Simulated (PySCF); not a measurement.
**Excitation energy of Ti by level of theory**

Ti [Ar] 3d2 4s2 (3F) → Ti [Ar] 3d2 4s1 5s1 (5F), as a difference of total energies. All numbers are calculated (PySCF 2.14, no relativity, point nucleus, in dyall-av2z (16s12p7d2f, 101 functions)). Correlated levels: valence: [Ar] frozen; virtual orbitals above 40 to 60 times the deepest correlated orbital energy dropped. The calculations carry no spin-orbit coupling.

```tsv
method	excitation energy (eV)
UHF	3.340
MP2 (valence)	4.039
SCS-MP2 (valence)	4.242
CCSD (valence)	4.248
CCSD(T) (valence)	4.286
```

How much does correlation contribute at CCSD(T) (valence)?

4.286 − (3.340) = 0.946 eV, measured against UHF.

The promoted electron is Rydberg-like, and one or two diffuse shells describe it only roughly, which tends to raise the upper state.
